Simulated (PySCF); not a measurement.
PySCF input (MN15/def2-TZVPD):

```python
from pyscf import gto, scf, dft

mol = gto.M(
    atom='''
    In   -0.02967168   -0.00358786    0.01269558
    H     1.17788858   -0.42135877    1.27724158
    H     0.15846299    1.70811810   -0.50352042
    H     0.11756071   -1.11095433   -1.39580469
    ''',
    basis='def2-tzvpd',
    ecp='def2-tzvp',
    charge=-1,
    spin=1,
    verbose=4,
)

mf = dft.UKS(mol, xc='mn15').density_fit(auxbasis='def2-universal-jkfit')
mf.grids.level = 4
mf.conv_tol = 1e-9
mf.max_cycle = 100
mf.max_memory = 1500
mf.kernel()
if not mf.converged:
    mf = mf.newton()
    mf.kernel(mf.make_rdm1())
for _ in range(2):
    mo, _, stable, _ = mf.stability(return_status=True)
    if stable:
        break
    mf.kernel(mf.make_rdm1(mo, mf.mo_occ))
mf.analyze()
```

Output:

```
ECP def2-tzvp not found for  H
PySCF version 2.14.0

[INPUT] verbose = 4
[INPUT] num. atoms = 4
[INPUT] num. electrons = 25
[INPUT] charge = -1
[INPUT] spin (= nelec alpha-beta = 2S) = 1
[INPUT] symmetry False subgroup None
[INPUT] Mole.unit = angstrom
[INPUT] Symbol           X                Y                Z      unit          X                Y                Z       unit  Magmom
[INPUT]  1 In    -0.029671680000  -0.003587860000   0.012695580000 AA   -0.056071348856  -0.006780072773   0.023991169193 Bohr   0.0
[INPUT]  2 H      1.177888580000  -0.421358770000   1.277241580000 AA    2.225886821453  -0.796252675484   2.413636781107 Bohr   0.0
[INPUT]  3 H      0.158462990000   1.708118100000  -0.503520420000 AA    0.299451651980   3.227875397412  -0.951515691926 Bohr   0.0
[INPUT]  4 H      0.117560710000  -1.110954330000  -1.395804690000 AA    0.222157544909  -2.099399420600  -2.637688587483 Bohr   0.0

nuclear repulsion = 19.0814896537994
number of shells = 33
number of NR pGTOs = 130
number of NR cGTOs = 83
basis = def2-tzvpd
ecp = def2-tzvp

******** <class 'pyscf.df.df_jk.DFUKS'> ********
method = DFUKS
initial guess = minao
damping factor = 0
level_shift factor = 0
DIIS = <class 'pyscf.scf.diis.CDIIS'>
diis_start_cycle = 1
diis_space = 8
diis_damp = 0
SCF conv_tol = 1e-09
SCF conv_tol_grad = None
SCF max_cycles = 100
direct_scf = False
number electrons alpha = 13  beta = 12
XC library pyscf.dft.libxc version 7.1.2
    S. Lehtola, C. Steigemann, M. J. T. Oliveira, and M. A. L. Marques,  SoftwareX 7, 1–5 (2018)
XC functionals = mn15
    H. S. Yu, X. He, S. L. Li, and D. G. Truhlar,  Chem. Sci. 7, 5032–5051 (2016)
    H. S. Yu, X. He, S. L. Li, and D. G. Truhlar,  Chem. Sci. 7, 5032–5051 (2016)
radial grids:
    Treutler-Ahlrichs [JCP 102, 346 (1995); DOI:10.1063/1.469408] (M4) radial grids

becke partition: Becke, JCP 88, 2547 (1988); DOI:10.1063/1.454033
pruning grids: <function nwchem_prune>
grids dens level: 4
symmetrized grids: False
atomic radii adjust function: <function treutler_atomic_radii_adjust>
small_rho_cutoff = 0
Set gradient conv threshold to 3.16228e-05
tot grids = 79256
******** <class 'pyscf.df.df.DF'> ********
auxbasis = def2-universal-jkfit
init E= -158.800281066566
  alpha nocc = 13  HOMO = -0.520505094337532  LUMO = -0.332217642294245
  beta  nocc = 12  HOMO = -0.66239958635221  LUMO = -0.520505094337534

WARN: HOMO -0.520505094337532 >= LUMO -0.520505094337534
[...]
  beta  nocc = 12  HOMO = -0.111271520628483  LUMO = 0.124020029022768
  HOMO = 0.00441281614243  LUMO = 0.124020029023  gap/eV = 3.25468
Extra cycle  E= -191.497425967109  delta_E= -7.07e-11  |g|= 2.29e-06  |ddm|= 4.04e-05
converged SCF energy = -191.497425967109  <S^2> = 0.75156273  2S+1 = 2.0015621
uhf_internal: lowest eigs of H = [0.14510402 0.21900274 0.21906215]
<class 'pyscf.df.df_jk.DFUKS'> wavefunction is stable in the internal stability analysis
**** SCF Summaries ****
Total Energy =                        -191.497425967109365
Nuclear Repulsion Energy =              19.081489653799391
One-electron Energy =                 -379.093417010494704
Two-electron Energy =                  168.514501389585945
Two-electron Coulomb Energy =          185.946487586153012
DFT Exchange-Correlation Energy =      -17.431986196567077
HOMO-LUMO gap [eV] =                     3.254678040463182
**** MO energy ****
                             alpha | beta                alpha | beta
MO #1   energy= -4.30749849627527  | -4.30748989716866  occ= 1 | 1
MO #2   energy= -2.78802917643079  | -2.78740508868408  occ= 1 | 1
MO #3   energy= -2.78384370923654  | -2.78343692191472  occ= 1 | 1
MO #4   energy= -2.78384370039863  | -2.78343691297383  occ= 1 | 1
MO #5   energy= -0.582859879274187 | -0.580265038471165 occ= 1 | 1
MO #6   energy= -0.582859862131005 | -0.580265020021939 occ= 1 | 1
MO #7   energy= -0.581474671857961 | -0.577900493658024 occ= 1 | 1
MO #8   energy= -0.577273035429907 | -0.575211313722448 occ= 1 | 1
MO #9   energy= -0.577273013951883 | -0.575211294839778 occ= 1 | 1
MO #10  energy= -0.264873066044016 | -0.249451603548867 occ= 1 | 1
MO #11  energy= -0.117414698733763 | -0.111271842837776 occ= 1 | 1
MO #12  energy= -0.117414347748476 | -0.111271520628483 occ= 1 | 1
MO #13  energy= 0.00441281614243039 | 0.124020029022768  occ= 1 | 0
MO #14  energy= 0.148035741034318  | 0.166745600005867  occ= 0 | 0
MO #15  energy= 0.189829619841066  | 0.204269759001555  occ= 0 | 0
MO #16  energy= 0.189829664749931  | 0.204269793065899  occ= 0 | 0
MO #17  energy= 0.197539705255272  | 0.220786616131547  occ= 0 | 0
MO #18  energy= 0.208732133642601  | 0.225082732041692  occ= 0 | 0
MO #19  energy= 0.208732196707668  | 0.225082820812362  occ= 0 | 0
MO #20  energy= 0.219496160942268  | 0.227511015896388  occ= 0 | 0
MO #21  energy= 0.219496184624731  | 0.227511062321543  occ= 0 | 0
MO #22  energy= 0.222638685478593  | 0.275052666116775  occ= 0 | 0
MO #23  energy= 0.278500754652678  | 0.285296111343029  occ= 0 | 0
MO #24  energy= 0.311035407055729  | 0.317184661733833  occ= 0 | 0
MO #25  energy= 0.311035521604745  | 0.317184694530734  occ= 0 | 0
MO #26  energy= 0.360815841873322  | 0.362145449852108  occ= 0 | 0
MO #27  energy= 0.38844577618633   | 0.387002728955318  occ= 0 | 0
MO #28  energy= 0.388445932999148  | 0.387002863994532  occ= 0 | 0
MO #29  energy= 0.409821279037963  | 0.405238282475248  occ= 0 | 0
MO #30  energy= 0.432235816863876  | 0.43512546814197   occ= 0 | 0
MO #31  energy= 0.432235917251989  | 0.435125660152809  occ= 0 | 0
MO #32  energy= 0.439152162118843  | 0.44640620049362   occ= 0 | 0
MO #33  energy= 0.441207813479219  | 0.451507966513103  occ= 0 | 0
MO #34  energy= 0.441207833410936  | 0.451508031143887  occ= 0 | 0
MO #35  energy= 0.493251809163946  | 0.492309332144333  occ= 0 | 0
MO #36  energy= 0.537068857769716  | 0.552920759636415  occ= 0 | 0
MO #37  energy= 0.552777365457903  | 0.561079282617689  occ= 0 | 0
MO #38  energy= 0.552777477222175  | 0.561079286880622  occ= 0 | 0
MO #39  energy= 0.592679187746987  | 0.5937266405146    occ= 0 | 0
MO #40  energy= 0.592679759894469  | 0.593727262300895  occ= 0 | 0
MO #41  energy= 0.687721453996907  | 0.680807696164303  occ= 0 | 0
MO #42  energy= 0.687722733158759  | 0.680809026596021  occ= 0 | 0
MO #43  energy= 0.712096415514953  | 0.726132499719109  occ= 0 | 0
MO #44  energy= 0.81837348008108   | 0.828968314270639  occ= 0 | 0
MO #45  energy= 0.89158587364794   | 0.896198327117743  occ= 0 | 0
MO #46  energy= 0.89158638008658   | 0.896198968892611  occ= 0 | 0
MO #47  energy= 0.956077741187149  | 0.985054501360678  occ= 0 | 0
MO #48  energy= 0.97190406218515   | 0.99435096955608   occ= 0 | 0
MO #49  energy= 0.971904534231706  | 1.00638424154435   occ= 0 | 0
MO #50  energy= 0.979890563986137  | 1.00638492857268   occ= 0 | 0
MO #51  energy= 1.12105686811512   | 1.14566424832435   occ= 0 | 0
MO #52  energy= 1.12105748752426   | 1.14566491731518   occ= 0 | 0
MO #53  energy= 1.15576031193958   | 1.17856367598014   occ= 0 | 0
MO #54  energy= 1.25784335025545   | 1.28409970589864   occ= 0 | 0
MO #55  energy= 1.26815946657228   | 1.28410020541422   occ= 0 | 0
MO #56  energy= 1.26816003104695   | 1.28547030724651   occ= 0 | 0
MO #57  energy= 1.29099643175285   | 1.30769073330872   occ= 0 | 0
MO #58  energy= 1.290996690102     | 1.30769109530105   occ= 0 | 0
MO #59  energy= 1.85937488615102   | 1.85723516961923   occ= 0 | 0
MO #60  energy= 1.87871779565344   | 1.87404262620622   occ= 0 | 0
MO #61  energy= 1.87872395772027   | 1.87404847732423   occ= 0 | 0
MO #62  energy= 1.93467160149844   | 1.93648405628806   occ= 0 | 0
MO #63  energy= 1.93467856903525   | 1.93648927943511   occ= 0 | 0
MO #64  energy= 1.98388971622432   | 1.97968048221132   occ= 0 | 0
MO #65  energy= 2.18572037413154   | 2.19939411355683   occ= 0 | 0
MO #66  energy= 2.38637049051373   | 2.39551499764712   occ= 0 | 0
MO #67  energy= 2.39528201805078   | 2.39551823051367   occ= 0 | 0
MO #68  energy= 2.39528494827174   | 2.40692072021048   occ= 0 | 0
MO #69  energy= 2.42578539972126   | 2.43599267710514   occ= 0 | 0
MO #70  energy= 2.42578577669282   | 2.4505783095092    occ= 0 | 0
MO #71  energy= 2.43160007448751   | 2.45057871874369   occ= 0 | 0
MO #72  energy= 2.50027756215493   | 2.50506338394419   occ= 0 | 0
MO #73  energy= 2.51136292507961   | 2.53308204023823   occ= 0 | 0
MO #74  energy= 2.511363210338     | 2.53308283477306   occ= 0 | 0
MO #75  energy= 2.92727619619706   | 2.93096091340731   occ= 0 | 0
MO #76  energy= 2.92727781787837   | 2.93096345713318   occ= 0 | 0
MO #77  energy= 2.92964348634116   | 2.93298460568668   occ= 0 | 0
MO #78  energy= 3.26302247989698   | 3.27179450105292   occ= 0 | 0
MO #79  energy= 37.3958632681992   | 37.4023532590565   occ= 0 | 0
MO #80  energy= 38.6529317700607   | 38.6655647379419   occ= 0 | 0
MO #81  energy= 38.8037930290342   | 38.8064194533695   occ= 0 | 0
MO #82  energy= 38.8037931504998   | 38.8064195309268   occ= 0 | 0
MO #83  energy= 125.191363086363   | 125.195026643335   occ= 0 | 0

To work with the spin densities directly, `use mulliken_meta_spin()` only printing them here.

 ** Mulliken spin pop alpha/beta on meta-lowdin orthogonal AOs **
 ** Mulliken Spin Density (per AO)  **
spin_pop of  0 In 4s        0.00009
spin_pop of  0 In 5s        0.20571
spin_pop of  0 In 6s        0.01658
spin_pop of  0 In 7s        0.00145
spin_pop of  0 In 8s        0.00026
spin_pop of  0 In 9s        0.00021
spin_pop of  0 In 10s        0.00018
spin_pop of  0 In 4px       0.00002
spin_pop of  0 In 4py       0.00294
spin_pop of  0 In 4pz       0.00008
spin_pop of  0 In 5px       0.00382
spin_pop of  0 In 5py       0.00006
spin_pop of  0 In 5pz       0.00003
spin_pop of  0 In 6px       0.00401
spin_pop of  0 In 6py       0.30743
spin_pop of  0 In 6pz       0.00596
[...]
```
